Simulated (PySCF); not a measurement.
CH₃AlBrClO. Atoms are numbered in the order given.

```xyz
8

Al    -0.2203    -0.5369     0.1036
Cl    -0.5293    -1.5115     1.9238
Br     0.6506     1.5324     0.0545
O     -0.6421    -1.3426    -1.3101
C     -0.6398    -1.1493    -2.7024
H     -0.0199    -1.9237    -3.1844
H     -1.6676    -1.2410    -3.0918
H     -0.2451    -0.1581    -2.9879
```
Charge 0, spin multiplicity 1.

Geometry: TPSSh-D3(BJ)/def2-SVP. The structure was generated by enumeration; whether it is a known compound was not checked. Other conformers were not sampled.

Method: IEF-PCM-B3LYP/def2-SVP run with PySCF 2.14.0.

The values are the electrostatic part of the solvation free energy, E(continuum) − E(gas) at the gas-phase geometry, in a cavity of scaled van der Waals radii (PySCF's table); cavitation and dispersion terms are not included. A continuum can't describe solvent molecules that bind to the metal. In vacuum the orbital gap is 7.12 eV. The dipole moment in vacuum is 1.86 D.

```json
[
 {"solvent": "water", "ε": "78.36", "ΔG(elec) (kcal/mol)": "-5.2", "dipole (D)": "2.23", "gap (eV)": "7.20"},
 {"solvent": "diethylether", "ε": "4.24", "ΔG(elec) (kcal/mol)": "…", "dipole (D)": "…", "gap (eV)": "…"},
 {"solvent": "benzene", "ε": "2.27", "ΔG(elec) (kcal/mol)": "-2.2", "dipole (D)": "2.03", "gap (eV)": "7.15"}
]
```

**Question.** Complete the blanks. (Estimate from the structure and the level; the computed values follow.)

**Answer.** 
- diethylether, ΔG(elec) (kcal/mol): -3.4
- diethylether, dipole (D): 2.12
- diethylether, gap (eV): 7.17
